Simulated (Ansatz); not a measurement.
Computed with Ansatz on PBE0-D4/def2-TZVP structures; ΔE is electronic, products minus reactants. CCSD(T)/CBS is the MP2 limit (def2-TZVPP, def2-QZVPP) plus CCSD(T) − MP2 in def2-TZVPP, frozen cores. This one scheme is used for every species. Functionals use def2-TZVPP. Each species was taken in one conformer, which may not be the lowest.

Consider the ligand exchange at the Si–C bond: `N=C([SiH3])[SiH2]N` + `[AlH2][SH]` → `N[SiH2][S][AlH2]` + `N=C[SiH3]`.

`N=C([SiH3])[SiH2]N`:

Cartesian coordinates in Å:
```
N -0.531 -1.450 0.652
C -0.264 -0.213 0.460
Si -0.727 1.133 1.718
Si 0.632 0.202 -1.169
N 0.967 -1.127 -2.195
H -1.011 -1.607 1.544
H -1.646 2.128 1.104
H 0.488 1.852 2.187
H -1.397 0.462 2.866
H -0.232 1.171 -1.896
H 1.912 0.861 -0.794
H 1.630 -1.813 -1.865
H 0.180 -1.601 -2.613
```

`[AlH2][SH]`:

Cartesian coordinates in Å:
```
Al -0.456 0.414 0.214
S 1.358 -0.189 -0.837
H -0.826 1.947 0.158
H -1.302 -0.687 0.969
H 1.225 -1.485 -0.504
```

`N[SiH2][S][AlH2]`:

Z-matrix (Å, degrees):
```
Si
S 1 2.159
N 1 1.709 2 117.2
H 1 1.482 2 103.7 3 119.7
H 1 1.482 2 108.8 3 -121.1
Al 2 2.172 1 97.9 3 61.3
H 3 1.008 1 119.7 2 -80.0
H 3 1.007 1 120.8 2 66.0
H 6 1.586 2 118.6 1 0.6
H 6 1.579 2 118.4 1 -178.9
```

`N=C[SiH3]`:

```xyz
8

N    -1.557    0.492   -0.515
C    -0.325    0.668   -0.265
Si    0.712   -0.769    0.387
H    -1.996    1.349   -0.860
H     0.168    1.642   -0.417
H     1.290   -0.389    1.704
H     1.841   -1.015   -0.551
H    -0.133   -1.979    0.516
```

```json
{"species": "`N=C([SiH3])[SiH2]N`", "ωB97M-V energy (Eh)": "-731.37054"}
{"species": "`[AlH2][SH]`", "ωB97M-V energy (Eh)": "-642.42205"}
{"species": "`N[SiH2][S][AlH2]`", "ωB97M-V energy (Eh)": "-988.52635"}
{"species": "`N=C[SiH3]`", "ωB97M-V energy (Eh)": "-385.29550"}
```

(1) Work out ΔE.

Largest T1 diagnostic among the species: 0.013.

Results:

(1) ΔE = (-988.52635) + (-385.29550) − (-731.37054) − (-642.42205) = -0.02926 Eh = -76.8 kJ/mol. CCSD(T)/CBS gives -77.9 kJ/mol.

From PBE to PBE0 (25 % exact exchange), in def2-TZVPP and without D4, ΔE moves by −4.6 kJ/mol.
